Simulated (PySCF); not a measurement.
These are B3LYP-D3(BJ)/def2-TZVP // TPSS-D3(BJ)/def2-SVP run with PySCF values and carry that method's errors. Isolated molecules, 0 K electronic values unless said otherwise. One relaxed conformer stands for a flexible species; it need not be the lowest. B3LYP has the VWN-RPA correlation part, as in Gaussian. 

Reference species: [Mo(Cl)6] (neutral, multiplicity 1).

* **LUMO**: -6.08 eV
* **coordination number**: 6
* **HOMO**: -8.91 eV
* **charge on the central atom (Mulliken)**: 0.92 e

Changed species: [Mo(Cl)5(NH2)] (1 of 6 Cl replaced by NH2; the reference has 0 of 6 Cl replaced by NH2).

Problem. What does the change do to the LUMO, coordination number, HOMO and charge on the central atom (Mulliken)?

Solution. the LUMO goes up by 0.46 eV, to -5.62 eV; the coordination number hardly moves; the HOMO increases by 0.73 eV, to -8.18 eV; the charge on the central atom (Mulliken) goes up by 0.06 e, to 0.98 e.
